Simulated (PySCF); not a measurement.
# How the method changes the constants of CdTe⁺

State: ²Π (doublet), unpaired electrons π ↑. Set-up: Cd def2-SVP with ECP28, Te def2-SVP with ECP28; scalar-relativistic core potentials (PySCF 2.14). De refers to Cd⁺ + Te in their high-spin ground configurations, without counterpoise correction. The functionals are run spin-unrestricted. A positive dipole points towards Te; it is taken about the centre of mass and depends on that origin.

```csv
Level,Re (Å),ωe (cm⁻¹),De (eV),μ (D)
ROHF,2.688,188,0.458,-6.60
ROHF-MP2,2.648,194,1.50,n/a
ROHF-SCS-MP2,2.668,187,1.44,n/a
PBE,2.674,177,2.14,-3.90
TPSS,2.662,180,2.02,-4.29
r²SCAN,2.643,187,1.90,-4.48
r²SCANh,2.640,190,1.81,-4.66
PBE0,2.653,186,1.83,-4.62
MN15,2.651,183,1.90,-4.14
```

What does a quarter of exact exchange do here, going from PBE to PBE0?

PBE0 less PBE: -2.1 pm in Re, +5.1 % in ωe, -0.31 eV in De. Exact exchange removes part of the self-interaction that spreads semilocal densities, and in most molecules shortens and stiffens the bond and lowers De; so it does here.

What does the step from GGA to meta-GGA do here, going from PBE to r²SCAN?

r²SCAN less PBE: -3.1 pm in Re, +5.6 % in ωe, -0.24 eV in De. 

Correlated steps freeze 4 core orbitals. Correlated levels converge slowly with the basis: in double zeta they bind strong bonds too weakly, by up to about 1 eV, and carry superposition errors of some tenths. These are scalar-relativistic numbers at best; spin–orbit coupling would shift them, the dissociation energy most. For an ion De counts to the pair picked by the measured ionisation energies or electron affinities, which need not be the lowest pair at this level. The state is the lowest determinant that a PBE0 search found; another state may lie lower at other levels.

The whole job (state search and all levels along the bond) took about 2.3 min on 1 thread of Intel Xeon Platinum 8259CL @ 2.50GHz (shared host), peak memory 0.75 GiB.
